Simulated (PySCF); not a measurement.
F2GeH4Si, SMILES F[SiH]([GeH3])F.

Geometry: PBE0-D3(BJ)/def2-SVP. This is a generated structure with no PubChem entry under its InChIKey; it may be hypothetical.

These are M06-2X/def2-TZVP run with PySCF values and carry that method's errors.

Symmetry labels are those of the subgroup Cs that the program uses (full group Cs).

Problem. List the valence orbital energies around the gap with their symmetry. (Estimate from the structure and the level; the computed values follow.)

Solution. 
| orbital | symmetry | energy (eV) |
|---|---|---|
| HOMO−7 | A' | -15.50 |
| HOMO−6 | A' | -15.18 |
| HOMO−5 | A" | -14.57 |
| HOMO−4 | A" | -14.18 |
| HOMO−3 | A' | -12.90 |
| HOMO−2 | A" | -11.24 |
| HOMO−1 | A' | -11.23 |
| HOMO | A' | -9.70 |
| LUMO | A" | 0.46 |
| LUMO+1 | A' | 0.50 |
| LUMO+2 | A' | 1.66 |
| LUMO+3 | A' | 1.84 |
